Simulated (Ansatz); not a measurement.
CuHBr (charge +1), closed shell: a trajectory.

Input (in.yaml):

```yaml
crystal:
  periodic: [false, false, false]
  atoms:
    - {symbol: Cu, position_ang: [-0.084261, -0.061556, -1.688579]}
    - {symbol: Br, position_ang: [-0.503194, -0.367622, 0.603254]}
    - {symbol: H, position_ang: [0.587356, 0.429079, 1.085325]}
basis:
  gaussian: {orbitals: def2-SVP}
total_charge: 1
hamiltonian: {xc: {name: BLYP}, dispersion: d4}
md: {n_steps: 60, timestep: 0.5, temperature: 300, ensemble: nvt_langevin, seed: 411, friction: 0.01, initial_velocities: maxwell_boltzmann}
```

Run by:

```bash
ansatz run in.yaml --threads 2 --pin off --events-out ev --progress --plain --max-ram 5222MiB
```

Output of Ansatz 0.2.0:

```
Functional definition: BLYP
  name "BLYP"
  cite "Becke, Phys. Rev. A 38, 3098 (1988) doi:10.1103/PhysRevA.38.3098"
  cite "Lee, Yang & Parr, Phys. Rev. B 37, 785 (1988) doi:10.1103/PhysRevB.37.785"
  parameter beta = 0.0042
  parameter a = 0.04918
  parameter b = 0.132
  parameter c = 0.2533
  parameter d = 0.349
  exchange = b88_x(beta = beta)
  correlation = lyp_c(a = a, b = b, c = c, d = d)
787 factors; their error is unknown
mean field evaluation 1: about -114668.5388 eV, gradient 9.9e1 eV
mean field evaluation 2: about -113892.6856 eV, gradient 2.0e2 eV
mean field evaluation 4: about -114534.5124 eV, gradient 2.0e2 eV
mean field evaluation 8: about -114684.1806 eV, gradient 7.9e-2 eV
mean field -114684.11345734 eV, -4214.5634338732 hartree, gradient 1.5e-5 eV, S^2 0.000000; 0 other end points of the search recorded, 0 dependent functions left out
the calculation of the forces begins
reference -114684.11378774 eV, -4214.5634460151 hartree; 32, 32 occupied and 36, 36 virtual orbitals, 787 factors
md step     0: t =     0.00 fs  T =   200.0 K  F+E_penalty+E_count = -114684.20584300 eV  E_kin = 0.077556 eV  (50 SCF iters)
md step     1: t =     0.50 fs  T =   176.7 K  F+E_penalty+E_count = -114684.19962829 eV  E_kin = 0.068532 eV  (34 SCF iters)
md step     2: t =     1.00 fs  T =   144.0 K  F+E_penalty+E_count = -114684.19351642 eV  E_kin = 0.055833 eV  (34 SCF iters)
md step     3: t =     1.50 fs  T =   134.3 K  F+E_penalty+E_count = -114684.18841482 eV  E_kin = 0.052075 eV  (34 SCF iters)
md step     4: t =     2.00 fs  T =   133.6 K  F+E_penalty+E_count = -114684.18619330 eV  E_kin = 0.051814 eV  (34 SCF iters)
md step     5: t =     2.50 fs  T =   105.6 K  F+E_penalty+E_count = -114684.18704749 eV  E_kin = 0.040937 eV  (34 SCF iters)
md step     6: t =     3.00 fs  T =   109.6 K  F+E_penalty+E_count = -114684.19049914 eV  E_kin = 0.042488 eV  (34 SCF iters)
md step     7: t =     3.50 fs  T =   120.3 K  F+E_penalty+E_count = -114684.19599886 eV  E_kin = 0.046657 eV  (34 SCF iters)
md step     8: t =     4.00 fs  T =   130.3 K  F+E_penalty+E_count = -114684.20176782 eV  E_kin = 0.050531 eV  (34 SCF iters)
md step     9: t =     4.50 fs  T =   141.4 K  F+E_penalty+E_count = -114684.20627992 eV  E_kin = 0.054838 eV  (34 SCF iters)
md step    10: t =     5.00 fs  T =   155.3 K  F+E_penalty+E_count = -114684.20822537 eV  E_kin = 0.060227 eV  (34 SCF iters)
md step    11: t =     5.50 fs  T =   162.1 K  F+E_penalty+E_count = -114684.20638192 eV  E_kin = 0.062846 eV  (34 SCF iters)
md step    12: t =     6.00 fs  T =   154.5 K  F+E_penalty+E_count = -114684.20063600 eV  E_kin = 0.059896 eV  (34 SCF iters)
md step    13: t =     6.50 fs  T =   135.5 K  F+E_penalty+E_count = -114684.19225479 eV  E_kin = 0.052563 eV  (34 SCF iters)
md step    14: t =     7.00 fs  T =   120.7 K  F+E_penalty+E_count = -114684.18301536 eV  E_kin = 0.046793 eV  (34 SCF iters)
md step    15: t =     7.50 fs  T =    90.9 K  F+E_penalty+E_count = -114684.17405518 eV  E_kin = 0.035239 eV  (34 SCF iters)
md step    16: t =     8.00 fs  T =    84.3 K  F+E_penalty+E_count = -114684.16583580 eV  E_kin = 0.032696 eV  (34 SCF iters)
md step    17: t =     8.50 fs  T =    68.3 K  F+E_penalty+E_count = -114684.15866683 eV  E_kin = 0.026472 eV  (34 SCF iters)
md step    18: t =     9.00 fs  T =    71.4 K  F+E_penalty+E_count = -114684.15443594 eV  E_kin = 0.027705 eV  (34 SCF iters)
md step    19: t =     9.50 fs  T =    69.7 K  F+E_penalty+E_count = -114684.15365730 eV  E_kin = 0.027030 eV  (26 SCF iters)
md step    20: t =    10.00 fs  T =    80.7 K  F+E_penalty+E_count = -114684.15646435 eV  E_kin = 0.031311 eV  (34 SCF iters)
md step    21: t =    10.50 fs  T =    98.9 K  F+E_penalty+E_count = -114684.16302294 eV  E_kin = 0.038338 eV  (34 SCF iters)
md step    22: t =    11.00 fs  T =   161.7 K  F+E_penalty+E_count = -114684.17301535 eV  E_kin = 0.062711 eV  (34 SCF iters)
md step    23: t =    11.50 fs  T =   191.9 K  F+E_penalty+E_count = -114684.18412304 eV  E_kin = 0.074432 eV  (34 SCF iters)
md step    24: t =    12.00 fs  T =   219.0 K  F+E_penalty+E_count = -114684.19340867 eV  E_kin = 0.084905 eV  (34 SCF iters)
md step    25: t =    12.50 fs  T =   231.2 K  F+E_penalty+E_count = -114684.19931531 eV  E_kin = 0.089662 eV  (34 SCF iters)
md step    26: t =    13.00 fs  T =   224.3 K  F+E_penalty+E_count = -114684.20070293 eV  E_kin = 0.086967 eV  (33 SCF iters)
md step    27: t =    13.50 fs  T =   261.5 K  F+E_penalty+E_count = -114684.19661898 eV  E_kin = 0.101401 eV  (34 SCF iters)
md step    28: t =    14.00 fs  T =   264.0 K  F+E_penalty+E_count = -114684.18673459 eV  E_kin = 0.102386 eV  (32 SCF iters)
md step    29: t =    14.50 fs  T =   216.3 K  F+E_penalty+E_count = -114684.17306122 eV  E_kin = 0.083865 eV  (27 SCF iters)
md step    30: t =    15.00 fs  T =   200.3 K  F+E_penalty+E_count = -114684.15876793 eV  E_kin = 0.077654 eV  (34 SCF iters)
md step    31: t =    15.50 fs  T =   157.8 K  F+E_penalty+E_count = -114684.14740468 eV  E_kin = 0.061194 eV  (34 SCF iters)
md step    32: t =    16.00 fs  T =   172.1 K  F+E_penalty+E_count = -114684.14399324 eV  E_kin = 0.066730 eV  (34 SCF iters)
md step    33: t =    16.50 fs  T =   197.4 K  F+E_penalty+E_count = -114684.14961314 eV  E_kin = 0.076531 eV  (34 SCF iters)
md step    34: t =    17.00 fs  T =   243.0 K  F+E_penalty+E_count = -114684.16159231 eV  E_kin = 0.094226 eV  (34 SCF iters)
md step    35: t =    17.50 fs  T =   257.0 K  F+E_penalty+E_count = -114684.17675847 eV  E_kin = 0.099655 eV  (34 SCF iters)
md step    36: t =    18.00 fs  T =   281.2 K  F+E_penalty+E_count = -114684.19138013 eV  E_kin = 0.109041 eV  (34 SCF iters)
md step    37: t =    18.50 fs  T =   340.0 K  F+E_penalty+E_count = -114684.20216127 eV  E_kin = 0.131862 eV  (34 SCF iters)
md step    38: t =    19.00 fs  T =   363.7 K  F+E_penalty+E_count = -114684.20639491 eV  E_kin = 0.141023 eV  (34 SCF iters)
md step    39: t =    19.50 fs  T =   302.6 K  F+E_penalty+E_count = -114684.20341041 eV  E_kin = 0.117328 eV  (34 SCF iters, 3 dispersion substeps)
md step    40: t =    20.00 fs  T =   263.2 K  F+E_penalty+E_count = -114684.19529688 eV  E_kin = 0.102065 eV  (34 SCF iters, 3 dispersion substeps)
md step    41: t =    20.50 fs  T =   210.7 K  F+E_penalty+E_count = -114684.18425638 eV  E_kin = 0.081706 eV  (34 SCF iters, 3 dispersion substeps)
md step    42: t =    21.00 fs  T =   170.3 K  F+E_penalty+E_count = -114684.17279988 eV  E_kin = 0.066052 eV  (34 SCF iters, 3 dispersion substeps)
md step    43: t =    21.50 fs  T =   166.1 K  F+E_penalty+E_count = -114684.16243669 eV  E_kin = 0.064424 eV  (33 SCF iters, 3 dispersion substeps)
md step    44: t =    22.00 fs  T =   162.2 K  F+E_penalty+E_count = -114684.15432672 eV  E_kin = 0.062917 eV  (34 SCF iters, 3 dispersion substeps)
md step    45: t =    22.50 fs  T =   134.8 K  F+E_penalty+E_count = -114684.15061414 eV  E_kin = 0.052282 eV  (27 SCF iters, 3 dispersion substeps)
md step    46: t =    23.00 fs  T =   150.5 K  F+E_penalty+E_count = -114684.15237212 eV  E_kin = 0.058364 eV  (26 SCF iters, 3 dispersion substeps)
md step    47: t =    23.50 fs  T =   173.7 K  F+E_penalty+E_count = -114684.15877561 eV  E_kin = 0.067354 eV  (34 SCF iters, 3 dispersion substeps)
md step    48: t =    24.00 fs  T =   184.3 K  F+E_penalty+E_count = -114684.16886583 eV  E_kin = 0.071471 eV  (34 SCF iters, 3 dispersion substeps)
md step    49: t =    24.50 fs  T =   216.7 K  F+E_penalty+E_count = -114684.18131213 eV  E_kin = 0.084020 eV  (34 SCF iters, 3 dispersion substeps)
md step    50: t =    25.00 fs  T =   268.3 K  F+E_penalty+E_count = -114684.19391734 eV  E_kin = 0.104039 eV  (32 SCF iters, 3 dispersion substeps)
md step    51: t =    25.50 fs  T =   267.8 K  F+E_penalty+E_count = -114684.20373464 eV  E_kin = 0.103858 eV  (34 SCF iters, 3 dispersion substeps)
md step    52: t =    26.00 fs  T =   285.7 K  F+E_penalty+E_count = -114684.20882539 eV  E_kin = 0.110789 eV  (34 SCF iters, 3 dispersion substeps)
md step    53: t =    26.50 fs  T =   256.3 K  F+E_penalty+E_count = -114684.20819358 eV  E_kin = 0.099383 eV  (34 SCF iters, 3 dispersion substeps)
md step    54: t =    27.00 fs  T =   205.8 K  F+E_penalty+E_count = -114684.20235292 eV  E_kin = 0.079820 eV  (34 SCF iters, 3 dispersion substeps)
md step    55: t =    27.50 fs  T =   185.9 K  F+E_penalty+E_count = -114684.19288302 eV  E_kin = 0.072083 eV  (34 SCF iters, 3 dispersion substeps)
md step    56: t =    28.00 fs  T =   161.2 K  F+E_penalty+E_count = -114684.18123666 eV  E_kin = 0.062507 eV  (34 SCF iters, 3 dispersion substeps)
md step    57: t =    28.50 fs  T =   139.0 K  F+E_penalty+E_count = -114684.17027891 eV  E_kin = 0.053916 eV  (32 SCF iters, 3 dispersion substeps)
md step    58: t =    29.00 fs  T =   123.1 K  F+E_penalty+E_count = -114684.16341850 eV  E_kin = 0.047727 eV  (34 SCF iters, 3 dispersion substeps)
md step    59: t =    29.50 fs  T =   118.6 K  F+E_penalty+E_count = -114684.16273424 eV  E_kin = 0.045975 eV  (25 SCF iters, 3 dispersion substeps)
md step    60: t =    30.00 fs  T =   114.6 K  F+E_penalty+E_count = -114684.16686539 eV  E_kin = 0.044441 eV  (26 SCF iters, 3 dispersion substeps)
Total energy: -114684.16719494 eV, -4214.5654086937 hartree
Atom 0 at    -0.093475    -0.019912    -1.676331 Å, force     0.013359     0.015855     0.032308 eV/Å
Atom 1 at    -0.447162    -0.356013     0.628002 Å, force    -0.964749    -1.097368    -0.535211 eV/Å
Atom 2 at     0.413622     0.623677     1.127378 Å, force     0.951390     1.081513     0.502903 eV/Å
Dipole moment:     0.235279     0.250229    -0.526389 e Å

[the SCF lines of later steps are left out]
```

The lines “mean field evaluation” count trial sets of orbitals through the whole run, from several starts and some on an approximate energy, so they need not fall steadily or lie above the final value.

The run took about 110 s on 2 CPU threads of an Arm Neoverse N1 (shared host).
